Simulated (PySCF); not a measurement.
Polarisability and C₆ of Bi³⁺ (bismuth, charge +3)

[Xe] 4f14 5d10 6s2, closed-shell 1S. Calculation: PySCF 2.14, in aug-cc-pVQZ-PP with one added diffuse shell each of s, p, d, f, g type with ECP60MDF (8s8p6d4f3g, 117 functions); scalar relativity through the core potential. Coupled (time-dependent) response in atomic units; α is the mean over directions.

```json
{"method": "LC-wPBE", "mean α (bohr³)": "10.09", "C₆ (like pair)": "59.57", "S(−4)": "27.20"}
```

S(−4) is the Cauchy moment in α(ω) = α(0) + S(−4) ω² + …

α(iu) at LC-wPBE:

```csv
u (hartree),α(iu) (bohr³)
0,10.09
0.0500,10.02
0.100,9.825
0.200,9.139
0.300,8.246
0.500,6.504
0.750,4.921
1.00,3.886
1.50,2.658
2.00,1.951
3.00,1.172
5.00,0.5396
```

A single London oscillator, α(iu) = α/(1 + u²/ω²), gives C₆ = (3/4) ω α². Matching the computed C₆ needs ω = 4 × 59.57 / (3 × 10.09²) = 0.780 hartree.

For an ion, C₆ is the dispersion term alone; charge-induced terms of lower order in 1/R come first.

Energies and moments cover only the electrons outside the core potential. Spin-orbit coupling, which splits the p, d and f shells strongly at this Z, is absent.
